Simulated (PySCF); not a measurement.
phosphorus atom (P), quartet. Base run: TPSS/6-31G* run with PySCF.

Geometry (Å):
```xyz
1

P      0.0000     0.0000     0.0000
```
Charge 0, spin multiplicity 4.
Orbitals are unrestricted.
All else is at PySCF's defaults.

Variants of this job, named by their change:

```csv
change,E (Eh),HOMO (eV),<S^2>
base,-341.26006,-6.35,3.751
functional = b3lyp,-341.25534,-7.04,3.750
functional = hse06,-341.12793,-7.06,3.750
functional = revpbe,-341.17574,-6.19,3.750
functional = pbe0,-341.11150,-7.48,3.750
functional = mn12l,-341.19592,-6.52,3.751
functional = pbe; dispersion = d4,-341.07724,-6.20,3.750
functional = b97-1,-341.20282,-7.05,3.752
"functional = lda,vwn",-339.96063,-6.19,3.750
functional = pw6b95,-341.52828,-7.39,3.751
functional = blyp; dispersion = d3bjm,-341.23656,-5.85,3.750
functional = tpssh,-341.25603,-6.85,3.751
functional = camb3lyp,-341.24503,-8.63,3.750
```

Totals shift with the method and basis; they matter in differences.

Open shells are given as the SCF converged; they aren't shown to be the lowest states, and a large step between rows can be another state.
